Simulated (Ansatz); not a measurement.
System: SbBr$_{2}$, charge 1, multiplicity 1. It need not be the lowest isomer of its formula. 
Structure (B3LYP-D3(BJ)/def2-TZVP (Ansatz, a first-principles code) minimum search):
```xyz
3

Sb     0.7390     0.4206     0.2536
Br    -0.8886     1.0623    -1.4342
Br    -0.1882    -1.6751     1.0648
```
Charge +1, spin multiplicity 1.

Computed values are from Ansatz. Cores are frozen in the correlated levels unless marked. Open shells are spin-unrestricted. No spin-orbit coupling. Frozen are the shells of the preceding noble gas and the d and f shells that filled before the atom's block. In def2 rows, elements after Kr have scalar-relativistic effective core potentials. Basis-set limits of correlation are two-point, X^-3; Hartree-Fock from the larger set. [CCSD(T)-MP2]/basis is that difference in the basis named.

What is the vertical ionisation energy (to the doublet) at RI-MP2/CBS(def2-TZVPPD,def2-QZVPPD)+[CCSD(T)-MP2]/def2-TZVPPD?

16.20 eV.

What is the total energy at RI-MP2/CBS(def2-TZVPPD,def2-QZVPPD)+[CCSD(T)-MP2]/def2-TZVPPD?

-5384.5350 Eh.

What is the T1 diagnostic at CCSD/def2-TZVPPD?

0.022.

What is the vertical electron affinity (to the doublet; negative means unbound) at RI-MP2/CBS(def2-TZVPPD,def2-QZVPPD)+[CCSD(T)-MP2]/def2-TZVPPD?

8.05 eV.

What is the vertical triplet-singlet gap at RI-MP2/CBS(def2-TZVPPD,def2-QZVPPD)+[CCSD(T)-MP2]/def2-TZVPPD?

2.36 eV.
